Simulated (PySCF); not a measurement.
Cards and structures have been mixed up. Pair them.

Structures:
1. `C=CC(C=C)=C(C)CC`
2. `O=C(Cl)c1ccc(C(=O)Cl)o1`
3. `CCCP1C=C(C)CC1`

Card P (geometry GFN2-xTB):
- Rotational constants A, B, C: 2.146, 0.812, 0.705 GHz
- Isotropic shieldings of nuclei other than C and H, by class (GIAO PBE0/pcSseg-1): 335 (1 P) ppm
- HOMO energy (PBE0/pcSseg-1): -6.20 eV
- Dipole moment (PBE0/pcSseg-1): 1.92 D
- Point group: C1
- 13C chemical shifts (computed TMS as zero) by class (GIAO PBE0/pcSseg-1): 161.4 (1 C), 134.7 (1 C), 41.5 (1 C), 39.8 (1 C), 28.9 (1 C), 24.3 (1 C), 22.8 (1 C), 19.6 (1 C) ppm

Card Q (geometry GFN2-xTB):
- Rotational constants A, B, C: 2.259, 1.161, 0.863 GHz
- Dipole moment (PBE0/pcSseg-1): 0.72 D
- Point group: C1
- HOMO energy (PBE0/pcSseg-1): -5.98 eV
- 13C chemical shifts (computed TMS as zero) by class (GIAO PBE0/pcSseg-1): 145.0 (1 C), 144.7 (1 C), 142.3 (1 C), 139.2 (1 C), 127.7 (1 C), 125.1 (1 C), 32.8 (1 C), 22.6 (1 C), 14.8 (1 C) ppm

Card R (geometry GFN2-xTB):
- Rotational constants A, B, C: 1.543, 0.521, 0.389 GHz
- HOMO energy (PBE0/pcSseg-1): -8.38 eV
- 13C chemical shifts (computed TMS as zero) by class (GIAO PBE0/pcSseg-1): 165.8 (2 C), 154.4 (2 C), 129.9 (2 C) ppm
- Isotropic shieldings of nuclei other than C and H, by class (GIAO PBE0/pcSseg-1): -230 (2 O), 13 (1 O), 505 (2 Cl) ppm
- Dipole moment (PBE0/pcSseg-1): 2.33 D

Each SMILES stands for a single optimised conformer of the isolated species, non-relativistic unless stated. Electronic properties by PySCF. NMR classes are plain means over equivalent atoms (diastereotopic ones count apart unless rotation or inversion swaps them), as if these changed places fast.

**Question.** Which card belongs to which structure?

**Answer.** P = 3, Q = 1, R = 2. What ties each card to its structure:
- 1 (card Q), C9H14, monoisotopic mass 122.1 u, 9 heavy atoms: 9 C in 9 classes; an asymmetric top with C = 0.863 GHz, the highest such constant on the cards; dipole 0.72 D.
- 2 (card R), C6H2Cl2O3, monoisotopic mass 191.9 u, 11 heavy atoms: 6 C in 3 classes; the least shielded carbon (165.8 ppm) is an acyl halide carbon; an asymmetric top with C = 0.389 GHz, the lowest such constant on the cards; dipole 2.33 D.
- 3 (card P), C8H15P, monoisotopic mass 142.1 u, 9 heavy atoms: 8 C in 8 classes; the least shielded carbon (161.4 ppm) is a fully substituted alkene carbon; an asymmetric top with C = 0.705 GHz; dipole 1.92 D.
